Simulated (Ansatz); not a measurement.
Reaction (redistribution): `C=C[SiH2]Br` + `C=[CH][In]([F])[Cl]` → `C=C[SiH](Br)C=C` + `[F][InH][Cl]`

Isolated molecules relaxed with PBE0-D4/def2-TZVP in Ansatz; ΔE leaves out vibrations. CBS: MP2 limit from def2 TZ/QZ plus the TZ coupled-cluster correction, frozen cores. DFT in def2-TZVPP. B3LYP here is the variant with VWN-RPA as its local correlation; programs differ in this. HSE06 is defined as in plane-wave codes. Elements past krypton have def2 core potentials. For Br, In outer-core shells are correlated without core-valence functions, which leaves a few kJ/mol of doubt a bond. Scalar relativity is left out up to krypton. Each species was taken in one conformer, which may not be the lowest.

`C=C[SiH2]Br`:

Cartesian coordinates in Å:
```
C 1.421 -0.621 -0.290
C 0.424 -0.314 0.534
Si -1.030 0.681 -0.025
Br -2.896 -0.525 0.149
H 1.419 -0.309 -1.331
H 2.284 -1.196 0.034
H 0.469 -0.657 1.566
H -1.237 1.886 0.813
H -0.854 1.055 -1.449
```

`C=[CH][In]([F])[Cl]`:

```xyz
8

C     1.206    0.846    0.456
C     0.658    0.101   -0.497
In   -1.245   -0.747   -0.210
F    -2.124   -0.381    1.491
Cl   -2.581   -2.082   -1.537
H     2.190    1.293    0.326
H     0.712    1.047    1.401
H     1.184   -0.077   -1.430
```

`C=C[SiH](Br)C=C`:

Cartesian coordinates in Å:
```
C -2.092 0.404 1.581
C -1.073 0.797 0.823
Si 0.470 -0.177 0.495
Br 0.353 -2.101 1.621
C 0.692 -0.537 -1.307
C 1.773 -0.144 -1.975
H -2.084 -0.556 2.089
H -2.972 1.023 1.724
H -1.136 1.770 0.336
H 1.676 0.545 0.974
H -0.091 -1.074 -1.839
H 1.901 -0.338 -3.036
H 2.583 0.390 -1.486
```

`[F][InH][Cl]`:

Cartesian coordinates in Å:
```
F 0.659 1.708 -0.412
In 0.045 -0.114 -0.156
Cl -0.997 -0.286 1.892
H 0.292 -1.309 -1.323
```

| level | ΔE (kcal/mol) |
| --- | --- |
| LDA (SPW92) | -6.6 |
| PBE0-D4 | -5.4 |
| ωB97X-V | -4.9 |
| r2SCAN | -4.9 |
| B3LYP | -3.3 |
| HSE06 | -4.5 |
| CCSD/def2-SVP | -3.4 |
| MP2/CBS(def2) | -3.7 |

Problem. What does CCSD(T)/CBS give? (An estimate is asked.)

Solution. Computed: -4.0 kcal/mol. The listed levels differ from it by -2.6, -1.4, -0.9, -0.9, 0.7, -0.5, 0.6, 0.3 kcal/mol.

Largest T1 diagnostic among the species: 0.015.

Leaving LDA and LC-ωPBE aside and taking each functional with its dispersion term where it has one, the values, not all of them listed here, spread over 4.0 kcal/mol, from B97M-V to B2PLYP. LDA lies −2.6 kcal/mol from PBE without D4. From BLYP to BHLYP (50 % exact exchange), in def2-TZVPP and without D4, ΔE moves by −1.6 kcal/mol. The D4 term adds −1.7 kcal/mol with B3LYP and −1.0 kcal/mol with PBE0; it sums over pairs of atoms, weighted by their polarisabilities, and B3LYP, whose exchange is more repulsive, gets the larger term.
